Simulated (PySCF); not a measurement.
**Correlation energy of Sn³⁺ (tin, charge +3)**

Starting occupation: [Kr] 4d9 5s1 5p1, 4d3/2 with m_j = -3/2, -1/2, +1/2, +3/2, 4d5/2 with m_j = -3/2, -1/2, +1/2, +3/2, +5/2, 5s1/2 with m_j = +1/2, 5p3/2 with m_j = +3/2. Computed with PySCF 2.14 in x2c-SVPall-2c with one added diffuse shell each of s, p type (7s9p4d, 54 functions), with X2C-1e with screened-nucleus spin-orbit coupling, Gaussian nucleus. Frozen: [Ar] 3d10; 19 electrons correlated; the 6 highest virtual spinors left out.

MP2 pair energies summed by pair of shells (mhartree):

```tsv
pair	energy	share (%)
4d-4p	-14.46	31.2
4p-4p	-10.59	22.9
4d-4d	-8.62	18.6
5p-5s	-2.15	4.6
4d-5s	-2.14	4.6
4d-5p	-2.07	4.5
4d-4s	-1.83	4.0
4p-5p	-1.51	3.3
4p-4s	-1.40	3.0
4p-5s	-0.87	1.9
4s-4s	-0.48	1.0
4s-5s	-0.13	0.3
4s-5p	-0.06	0.1
```

Total MP2 correlation energy: -46.32 mhartree.

The GHF reference relaxed away from the jj start to a determinant that is no pure jj level (⟨S²⟩ = 3.77, ⟨J²⟩ = 24.76); the energies belong to that determinant.

This basis was not built for core-valence correlation, so the inner-shell part is incomplete.
